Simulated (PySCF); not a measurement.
Geometry:
| atom | x (Å) | y (Å) | z (Å) |
| --- | --- | --- | --- |
| C1 | 2.289 | -0.312 | -0.711 |
| C2 | 1.404 | -0.581 | 0.495 |
| O3 | 0.058 | -0.389 | 0.230 |
| Al4 | -0.950 | 0.988 | -0.121 |
| N5 | -2.658 | -0.078 | 0.252 |
| H6 | 2.194 | 0.734 | -1.044 |
| H7 | 3.349 | -0.500 | -0.480 |
| H8 | 1.997 | -0.958 | -1.554 |
| H9 | 1.744 | 0.056 | 1.339 |
| H10 | 1.562 | -1.626 | 0.826 |
| H11 | -1.015 | 2.136 | 1.001 |
| H12 | -1.165 | 1.398 | -1.657 |
| H13 | -2.843 | -0.732 | -0.509 |
| H14 | -2.476 | -0.634 | 1.090 |
| H15 | -3.501 | 0.475 | 0.407 |

Geometry: PBE0-D3(BJ)/def2-SVP; GIAO shifts from PySCF, gas phase, non-relativistic, averaged over equivalent atoms.

At HF/pcSseg-1 (142 basis functions, 5.3 s wall time on 1 thread of an Arm Neoverse V2, shared host):
```csv
atoms,δ (ppm)
C2,54.4
C1,23.8
O3,16.7
Al4,30.0
N5,29.1
H11/H12,3.69
H9/H10,3.44
H13/H14/H15,2.23
H6/H7/H8,1.18
```

Chemical shifts δ = σref − σ; TMS for ¹³C (190.85 ppm), ¹H (31.69 ppm); ¹⁷O (333.31 ppm) against H2O; ²⁷Al (516.24 ppm) vs AlH4-; NH3 for ¹⁵N (265.72 ppm), all at this level.

What do these become at BLYP/pcSseg-1?

## Answers


```
      atoms  δ at BLYP/pcSseg-1  change
         C2                66.4   +12.0
         C1                26.4    +2.6
         O3                79.9   +63.2
        Al4                48.9   +18.9
         N5                40.3   +11.2
    H11/H12                4.19   +0.50
     H9/H10                4.14   +0.70
H13/H14/H15                1.68   -0.55
   H6/H7/H8                1.19   +0.01
```

Scale: TMS for ¹³C (σref 175.31) and ¹H (σref 31.36); ¹⁷O (σref 333.67) against H2O; AlH4- for ²⁷Al (σref 480.13); NH3 for ¹⁵N (σref 262.57) (reference shieldings calculated alike).

The largest change is at O3 (oxygen bonded to C, Al). Cost: 142 basis functions, 17 s wall time on 1 thread of an Arm Neoverse V2, shared host.

Experimental scales use liquid or dissolved standards, which lie at an offset from isolated NH3 (liquid NH3: subtract about 20 ppm) and H2O (liquid H2O: subtract about 36 ppm).
